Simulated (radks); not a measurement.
Problem. The table gives one normalised radial function P(r) = r R(r) (large component) of Ir30+ in [Kr] 4d10 4f1 (r in bohr). Method: Dirac Kohn-Sham, BLYP, spin-unpolarised, spherical densities, finite nucleus; open shells fill j = l - 1/2 first; Fermi nuclear charge, rms radius 5.4032 fm; computed with a radial shooting solver on a logarithmic mesh with Libxc functionals.

r,P
0.0022,0.0504
0.003154,0.0768
0.004557,0.1201
0.006584,0.1888
0.009437,0.2912
0.01363,0.4388
0.01954,0.6132
0.02824,0.7607
0.04047,0.7366
0.05848,0.3497
0.08449,-0.4280
0.1211,-1.0839
0.175,-0.7290
0.2508,0.7450
0.3624,1.8441
0.5194,1.3544
0.7504,0.3848
1.084,0.0343

Which n and l does it have? It may be an empty orbital.

Solution. n = 4, l = 1: the number of nodes gives n - l - 1 = 2, the rise at small r points to l (for j = l - 1/2 the large component starts outside the nucleus as r^gamma with gamma = sqrt(l^2 - (Z/c)^2) = 0.83 and the r^(l+1) term takes over further out; the orbital of l - 1 with the same j starts with the same power, but with a larger coefficient, and does not steepen), and the extent must fit the shell. The curve is that of 4p1/2; the two j differ most near the nucleus, where j = l - 1/2 has the larger amplitude, and in heavy atoms j = l - 1/2 is also the more compact. 4p1/2: eigenvalue -1546.6 eV, 2 radial nodes at r = 0.0701, 0.213 bohr, <r> = 0.399 bohr, 90 % of the charge inside 0.574 bohr.
